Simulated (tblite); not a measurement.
Parent: `[CH3:1][CH2:2][C@@H:3]1[CH2:4][C@H:5]1[N:6]([SiH3:7])[SiH3:8]` with C1–C2–C3–C4 154°, C4–C5–N6–Si7 151°, C5H15NSi2.

Structures optimised with GFN2-xTB, isolated species. One conformer each, not checked by frequencies here.

```csv
coordinate of the parent,value
C1–C2,1.526 Å
C2–C3,1.510 Å
C3–C4,1.502 Å
C4–C5,1.498 Å
C5–N6,1.432 Å
N6–Si7,1.739 Å
N6–Si8,1.734 Å
C3–C5,1.503 Å
C1–C2–C3,111.4°
C2–C3–C4,121.0°
C2–C3–C5,120.6°
C4–C3–C5,59.8°
C3–C4–C5,60.2°
C4–C5–N6,123.1°
C3–C5–C4,60.1°
C3–C5–N6,121.0°
C5–N6–Si7,113.8°
C5–N6–Si8,119.7°
Si7–N6–Si8,126.0°
```

Task: In one relative the bonds that all share with the parent change as follows (parent's numbers): C1–C2 -0.014, C2–C3 -0.041, C3–C4 +0.011, C4–C5 -0.019, C5–N6 -0.020, N6–Si7 0.000, N6–Si8 +0.013, C3–C5 +0.041 Å. Which is it?
A. `[CH3:1][CH2:2][C:3]1=[CH:4][C@H:5]1[N:6]([SiH3:7])[SiH3:8]` with C1–C2–C3–C4 -8°, C4–C5–N6–Si7 18°
B. `[CH3:1][CH2:2][C@@H:3]1[CH2:4][C@H:5]1[N:6]([SiH3:7])[SiH2:8][F:9]` with C1–C2–C3–C4 153°, C4–C5–N6–Si7 -88°, C5–N6–Si8–F9 170°
C. `[CH2:1]=[CH:2][C@@H:3]1[CH2:4][C@@H:5]1[N:6]([SiH3:7])[SiH3:8]` with C1–C2–C3–C4 -146°, C4–C5–N6–Si7 -151°
D. `[CH3:1][C:2](=[O:3])[C@@H:4]1[CH2:5][C@@H:6]1[N:7]([SiH3:8])[SiH3:9]` with C1–C2–C4–C5 -159°, C5–C6–N7–Si8 -147°

Result: D. The changes in all of them (Å):

| SMILES | C1–C2 | C2–C3 | C3–C4 | C4–C5 | C5–N6 | N6–Si7 | N6–Si8 | C3–C5 |
| --- | --- | --- | --- | --- | --- | --- | --- | --- |
| CC(=O)[C@@H]1C[C@@H]1N([SiH3])[SiH3] | -0.014 | -0.041 | +0.011 | -0.019 | -0.020 | 0.000 | +0.013 | +0.041 |
| CC[C@@H]1C[C@H]1N([SiH3])[SiH2]F | 0.000 | +0.001 | 0.000 | +0.007 | 0.000 | -0.017 | +0.015 | -0.007 |
| C=C[C@@H]1C[C@@H]1N([SiH3])[SiH3] | -0.202 | -0.045 | +0.008 | -0.009 | -0.005 | +0.002 | +0.002 | +0.018 |
| CCC1=C[C@H]1N([SiH3])[SiH3] | 0.000 | -0.041 | -0.194 | -0.008 | +0.008 | -0.005 | +0.001 | -0.009 |

Atoms are paired thus: CC(=O)[C@@H]1C[C@@H]1N([SiH3])[SiH3]: C1 = C1, C2 = C2, C3 = C4, C4 = C5, C5 = C6, N6 = N7, Si7 = Si8, Si8 = Si9; CC[C@@H]1C[C@H]1N([SiH3])[SiH2]F: C1 = C1, C2 = C2, C3 = C3, C4 = C4, C5 = C5, N6 = N6, Si7 = Si8, Si8 = Si7; C=C[C@@H]1C[C@@H]1N([SiH3])[SiH3]: C1 = C1, C2 = C2, C3 = C3, C4 = C4, C5 = C5, N6 = N6, Si7 = Si7, Si8 = Si8; CCC1=C[C@H]1N([SiH3])[SiH3]: C1 = C1, C2 = C2, C3 = C3, C4 = C4, C5 = C5, N6 = N6, Si7 = Si7, Si8 = Si8.

These are computed values.
